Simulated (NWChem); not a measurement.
Everything below was run with NWChem. System: O₂Si (-1), charge -1, spin multiplicity 2, at a geometry optimised with UPBE/def2-SVP. The structure started from a generated list of species. Its SCF solution wasn't tested for a lower state. Level: UMP2/def2-TZVPD, 7 core orbitals frozen.

The NWChem input:

```
start mol
memory heap 200 mb stack 900 mb global 1100 mb
charge -1
geometry units angstroms nocenter noautoz
  O     -1.477280     0.000000     0.276890
  Si     0.000000     0.000000    -0.316446
  O      1.477280     0.000000     0.276890
  symmetry group C2v
end
basis spherical
  * library def2-tzvpd
end
scf
  uhf
  nopen 1
  maxiter 100
  thresh 1e-7
  semidirect memsize 60000000 filesize 0
  # guess.movecs holds the orbitals of an unrestricted PBE0 run
  vectors input guess.movecs output mol.movecs
end
mp2
  freeze core 7
end
task mp2 energy
```

Output (cleaned and shortened):

```
             Northwest Computational Chemistry Package (NWChem) 7.3.0
             --------------------------------------------------------

                                NWChem Input Module
                                -------------------

 Scaling coordinates for geometry "geometry" by  1.889725989
 (inverse scale =  0.529177249)

 Turning off AUTOSYM since
 SYMMETRY directive was detected!

                             Geometry "geometry" -> ""
                             -------------------------

 Output coordinates in angstroms (scale by  1.889725989 to convert to a.u.)

  No.       Tag          Charge          X              Y              Z
 ---- ---------------- ---------- -------------- -------------- --------------
    1 O                    8.0000    -1.47728000     0.00000000     0.27689000
    2 Si                  14.0000     0.00000000     0.00000000    -0.31644600
    3 O                    8.0000     1.47728000     0.00000000     0.27689000

 Effective nuclear repulsion energy (a.u.)      85.9207214438

            Nuclear Dipole moment (a.u.)
            ----------------------------
        X                 Y               Z
 ---------------- ---------------- ----------------
     0.0000000000     0.0000000000    -0.0000075589

      Symmetry information
      --------------------

 Group name             C2v
 Group number             16
 Group order               4
 No. of unique centers     2

      Symmetry unique atoms

     1    2


 Summary of "ao basis" -> "" (spherical)
 ------------------------------------------------------------------------------
       Tag                 Description            Shells   Functions and Types
 ---------------- ------------------------------  ------  ---------------------
 *                         def2-tzvpd                 on all atoms

 Summary of "ao basis" -> "ao basis" (spherical)
 ------------------------------------------------------------------------------
       Tag                 Description            Shells   Functions and Types
 ---------------- ------------------------------  ------  ---------------------
 O                         def2-tzvpd               14       40   6s4p3d1f
 Si                        def2-tzvpd               15       43   6s5p3d1f

                                 NWChem SCF Module
                                 -----------------

  ao basis        = "ao basis"
  functions       =   123
  atoms           =     3
  alpha electrons =    16
  beta  electrons =    15
  charge          =  -1.00
  wavefunction    = UHF
  use symmetry    = T
  symmetry adapt  = T

 Summary of "ao basis" -> "ao basis" (spherical)
 ------------------------------------------------------------------------------
       Tag                 Description            Shells   Functions and Types
 ---------------- ------------------------------  ------  ---------------------
 O                         def2-tzvpd               14       40   6s4p3d1f
 Si                        def2-tzvpd               15       43   6s5p3d1f

      Symmetry analysis of basis
      --------------------------

        a1         46
        a2         17
        b1         37
        b2         23

 Forming initial guess at       0.1s

   Symmetry analysis of molecular orbitals - initial alpha
   -------------------------------------------------------

  Numbering of irreducible representations:

     1 a1          2 a2          3 b1          4 b2

  Orbital symmetries:

     1 a1          2 b1          3 a1          4 a1          5 b2
[...]
    3 O    8     4.51   0.40  0.59  0.29  0.48  0.18  0.04  0.93  1.03  0.51  0.03  0.00  0.01  0.00  0.00

   Mulliken analysis of the beta density
   -------------------------------------

    Atom       Charge   Shell Charges
 -----------   ------   -------------------------------------------------------
    1 O    8     4.32   0.40  0.59  0.29  0.47  0.17  0.00  0.85  0.97  0.53  0.05  0.00  0.01  0.00  0.00
    2 Si  14     6.35   1.00  0.29  0.70  0.34  0.16  0.00  2.05  0.87  0.22  0.38  0.07  0.11  0.11  0.00  0.05
    3 O    8     4.32   0.40  0.59  0.29  0.47  0.17  0.00  0.85  0.97  0.53  0.05  0.00  0.01  0.00  0.00

   Mulliken analysis of the spin density
   -------------------------------------

    Atom       Charge   Shell Charges
 -----------   ------   -------------------------------------------------------
    1 O    8     0.18   0.00 -0.00  0.01  0.01  0.01  0.04  0.08  0.07 -0.02 -0.01  0.00  0.00  0.00  0.00
    2 Si  14     0.63   0.00  0.00 -0.00  0.10  0.04  0.06  0.01 -0.01  0.04  0.16  0.11  0.04  0.07  0.02 -0.01
    3 O    8     0.18   0.00 -0.00  0.01  0.01  0.01  0.04  0.08  0.07 -0.02 -0.01  0.00  0.00  0.00  0.00

       Multipole analysis of the density wrt the origin
       ------------------------------------------------

     L   x y z        total         alpha         beta         nuclear
     -   - - -        -----         -----         ----         -------
     0   0 0 0     -1.000000    -16.000000    -15.000000     30.000000

     1   1 0 0     -0.000000     -0.000000     -0.000000      0.000000
     1   0 1 0      0.000000      0.000000      0.000000      0.000000
     1   0 0 1     -0.639381      0.514026     -1.153399     -0.000008

     2   2 0 0    -32.479035    -80.064774    -77.107610    124.693349
     2   1 1 0      0.000000      0.000000     -0.000000      0.000000
     2   1 0 1      0.000000      0.000000      0.000000      0.000000
     2   0 2 0    -18.081015    -10.039433     -8.041582      0.000000
     2   0 1 1     -0.000000     -0.000000     -0.000000      0.000000
     2   0 0 2    -20.741311    -18.129849    -11.998441      9.386979

                   NWChem MP2 Semi-direct Energy/Gradient Module
                   ---------------------------------------------

  Basis functions       =    123
  Molecular orbitals    =    123
  Frozen core           =      7
  Frozen virtuals       =      0
  Active alpha occupied =      9
  Active beta occupied  =      8
  Active alpha virtual  =    107
  Active beta virtual   =    108
  Use MO symmetry       = T
  Use skeleton AO sym   = T

  AO/Fock/Back tols     =   1.0D-09  1.0D-09  1.0D-09

 GA uses MA = F    GA memory limited = T

 Available:
  local mem=  1.26D+08
 global mem=  1.44D+08
 local disk=  0.00D+00
  mp2_memr nvloc                   107
  nvloc new                   107
   1 passes of   9:        5242880                      78993                  24552967.
   1 passes of   9: M    126149432           G      144148942           F     120906552.

 Semi-direct pass number   1 of   1  for UHF alpha       at        4.2s
  vrange nnbf                  7491
  mp2_eaftype                    93  avail_ma_in_mb                  1099
 EAF : mp2_eaftype filesize          93   12276484.
  mp2_eaf for mointskh                     93
Node 0 wrote     57.7 Mb in      0.0 s     Agg I/O rate:  1788.3 Mb/s
 Done moints_semi at        9.9s
  mp2_eaftype                    93  avail_ma_in_mb                  1006
 EAF : mp2_eaftype filesize          93   12276484.
  mp2_eaf for kh                    93
 Done maket at       10.1s
 Done multipass loop at       10.1s

 GA uses MA = F    GA memory limited = T

 Available:
  local mem=  1.26D+08
 global mem=  1.44D+08
 local disk=  0.00D+00
  mp2_memr nvloc                   108
  nvloc new                   108
   1 passes of   8:        5242880                      74045                  22031497.
   1 passes of   8: M    126149432           G      144148942           F     120906552.

 Semi-direct pass number   1 of   1  for UHF beta        at       10.2s
  vrange nnbf                  7491
  mp2_eaftype                    84  avail_ma_in_mb                  1099
 EAF : mp2_eaftype filesize          84   11015748.
  mp2_eaf for mointskh                     84
Node 0 wrote     51.8 Mb in      0.0 s     Agg I/O rate:  1883.6 Mb/s
 Done moints_semi at       17.2s
  mp2_eaftype                    84  avail_ma_in_mb                  1015
 EAF : mp2_eaftype filesize          84   11015748.
  mp2_eaf for kh                    84
 Done maket at       17.4s
 Done multipass loop at       17.4s

          -------------------------------------------
          SCF energy                -438.783394216883
          Correlation energy          -0.599251860878
          Singlet pairs                0.000000000000
          Triplet pairs                0.000000000000
          Total MP2 energy          -439.382646077761
          -------------------------------------------

          ---------------------------------------------------
                    Spin Component Scaled (SCS) MP2
          Same spin pairs                     -0.161667031099
          Same spin scaling factor             0.333333333333
          Opposite spin pairs                 -0.437584829779
          Opposite spin scaling fact.          1.200000000000
          SCS-MP2 correlation energy          -0.578990806101
          Total SCS-MP2 energy              -439.362385022984
          ---------------------------------------------------

 -----------------------
 Performance information
 -----------------------

 Timer overhead =  1.56D-07 seconds/call

               Nr. of calls         CPU time (s)                 Wall time (s)                GFlops
             ---------------    -------------------     ------------------------------   -------------------
Name         Min   Avg   Max    Min     Avg     Max     Min     Avg     Max   Mx/calls   Min     Max     Sum
mp2: moin     2     2     2    13.     13.     13.      13.     13.     13.     6.4      0.0     0.0     0.0
mp2: make     2     2     2   0.41    0.41    0.41     0.41    0.41    0.41    0.20      0.0     0.0     0.0
mp2: tota     1     1     1    13.     13.     13.      13.     13.     13.     13.      0.0     0.0     0.0

 The average no. of pstat calls per process was 5.00D+00
 with a timing overhead of 7.81D-07s

 Task  times  cpu:       17.4s     wall:       17.4s

 Total times  cpu:       17.4s     wall:       17.4s
```
